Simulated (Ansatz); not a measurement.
Tuning the range parameter of LC-ωPBE so that −HOMO meets the ionisation energy; basis def2-SVP, Ansatz. System: In2Te3. The state is a singlet with charge 0. Geometry: r2SCAN-D4/def2-SVP. The ionised state is a doublet.

Geometry of the singlet:

Cartesian coordinates in Å:
```
In 0.653 -1.704 -1.608
In -1.695 1.485 0.915
Te 0.400 1.428 -1.433
Te 1.383 0.290 0.921
Te -0.742 -1.500 1.205
```

In the def2 sets In, Te take a core potential; there is no spin–orbit coupling. The structure comes from a short search, and lower isomers may exist.

```
ω (1/bohr)  HOMO (eV)  LUMO (eV)  vertical IE (eV)  HOMO + IE (eV)
       0.1      -5.85      -1.79              6.68            0.83
      0.15      -6.30      -1.33              6.74            0.44
       0.2      -6.64      -1.01              6.83            0.19
       0.3      -7.11      -0.65              7.01           -0.11
```

Question: Where does the tuning condition hold?

Answer: Near ω = 0.26 bohr⁻¹, by linear interpolation.
